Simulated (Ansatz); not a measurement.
The cluster Si4O8. Total charge 0; singlet. Geometry PBE-D4/def2-SVP.

```xyz
12

Si    1.7286    0.5958    1.1891
Si    0.4016    1.6183   -1.4155
Si    0.0358   -2.1323    0.4870
Si   -2.1641   -0.0816   -0.2623
O     1.4690    1.5358   -0.1506
O     0.9575   -0.8265    0.8824
O     0.6363    2.2779   -2.7808
O    -0.9435    0.8164   -0.9063
O    -3.6279    0.3344   -0.0661
O    -1.4721   -1.5256    0.1639
O     2.5002    0.9864    2.4565
O     0.4784   -3.5990    0.4027
```

Another isomer (singlet) lies 2.18 eV lower at PBE0-D4/def2-TZVP; other spin states weren't run for this one.

Problem. Estimate the orbital energies around the gap (eV) in Ansatz with PBE-D4/def2-TZVP, r2SCAN-D4/def2-TZVP, PBE0-D4/def2-TZVP.

Solution. 
```csv
orbital,PBE-D4/def2-TZVP,r2SCAN-D4/def2-TZVP,PBE0-D4/def2-TZVP
HOMO−5,-8.48,-8.80,-9.99
HOMO−4,-8.42,-8.74,-9.92
HOMO−3,-8.13,-8.46,-9.75
HOMO−2,-8.07,-8.41,-9.72
HOMO−1,-8.05,-8.39,-9.68
HOMO,-8.01,-8.34,-9.64
LUMO,-4.62,-4.38,-3.80
LUMO+1,-3.26,-3.01,-2.45
LUMO+2,-3.26,-2.95,-2.34
LUMO+3,-3.23,-2.92,-2.29
LUMO+4,-2.49,-2.23,-1.67
LUMO+5,-2.26,-1.96,-1.37
```
